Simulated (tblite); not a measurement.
C6H12FP.
SMILES with atom numbers: `[CH3:1][C:2]([CH3:3])([CH3:4])[CH2:5]/[P:6]=[CH:7]\[F:8]` (hydrogens: H9, H10, H11 on C1; H12, H13, H14 on C3; H15, H16, H17 on C4; H18, H19 on C5; H20 on C7)

Computed with GFN2-xTB (tblite), gas phase: L-BFGS steps from a force-field or distance-geometry start until the largest atomic force falls under 0.01 eV/Å.

At the end of the run (lengths in Å): P6=C7 1.671, C7–H20 1.081, C2–C5 1.532, C4–H16 1.090, C1–H11 1.087, C7–F8 1.348, C1–C2 1.529, C2–C5–P6 113.5°, C1–C2–C5 109.6°, P6–C7–F8 124.7°, C1–C2–C3 109.5°, C1–C2–C5–P6 -60°, C2–C5–P6–C7 180°, C5–P6–C7–F8 0°, H9–C1–C2–C3 180°.

Task: These geometries were met on the way; a selection of coordinates is given. Order them by energy above the end point, lowest first.
A. P6=C7 1.672, C7–H20 1.095, C2–C5 1.550, C4–H16 1.093, C1–H11 1.093, C7–F8 1.361, C1–C2 1.542, C2–C5–P6 117.7°, C1–C2–C5 111.4°, P6–C7–F8 123.1°, C1–C2–C3 108.0°, C1–C2–C5–P6 -62°, C2–C5–P6–C7 180°, C5–P6–C7–F8 0°, H9–C1–C2–C3 -175°
B. P6=C7 1.673, C7–H20 1.082, C2–C5 1.527, C4–H16 1.087, C1–H11 1.087, C7–F8 1.350, C1–C2 1.524, C2–C5–P6 115.8°, C1–C2–C5 110.4°, P6–C7–F8 124.1°, C1–C2–C3 109.7°, C1–C2–C5–P6 -60°, C2–C5–P6–C7 180°, C5–P6–C7–F8 0°, H9–C1–C2–C3 -177°
C. P6=C7 1.676, C7–H20 1.084, C2–C5 1.535, C4–H16 1.091, C1–H11 1.090, C7–F8 1.353, C1–C2 1.530, C2–C5–P6 116.8°, C1–C2–C5 111.0°, P6–C7–F8 125.7°, C1–C2–C3 108.7°, C1–C2–C5–P6 -61°, C2–C5–P6–C7 180°, C5–P6–C7–F8 0°, H9–C1–C2–C3 -176°
D. P6=C7 1.711, C7–H20 1.110, C2–C5 1.556, C4–H16 1.112, C1–H11 1.108, C7–F8 1.331, C1–C2 1.543, C2–C5–P6 117.4°, C1–C2–C5 110.8°, P6–C7–F8 123.0°, C1–C2–C3 108.1°, C1–C2–C5–P6 -62°, C2–C5–P6–C7 -179°, C5–P6–C7–F8 0°, H9–C1–C2–C3 -175°
E. P6=C7 1.671, C7–H20 1.076, C2–C5 1.542, C4–H16 1.085, C1–H11 1.085, C7–F8 1.347, C1–C2 1.534, C2–C5–P6 117.4°, C1–C2–C5 111.5°, P6–C7–F8 124.0°, C1–C2–C3 108.3°, C1–C2–C5–P6 -62°, C2–C5–P6–C7 180°, C5–P6–C7–F8 0°, H9–C1–C2–C3 -176°

Result: B (0.014 eV), C (0.029 eV), E (0.051 eV), A (0.090 eV), D (0.162 eV).

| step | E above end (eV) | rms distance from the end, all atoms (Å) | largest force (eV/Å) | rms shift of all bonds from the end (Å) |
| --- | --- | --- | --- | --- |
| 14 | 0.014 | 0.068 | 0.108 | 0.003 |
| 8 | 0.029 | 0.090 | 0.209 | 0.002 |
| 3 | 0.051 | 0.101 | 0.377 | 0.004 |
| 1 | 0.090 | 0.105 | 0.620 | 0.009 |
| 0 | 0.162 | 0.107 | 1.970 | 0.016 |

Rows stand in the order of the answer.
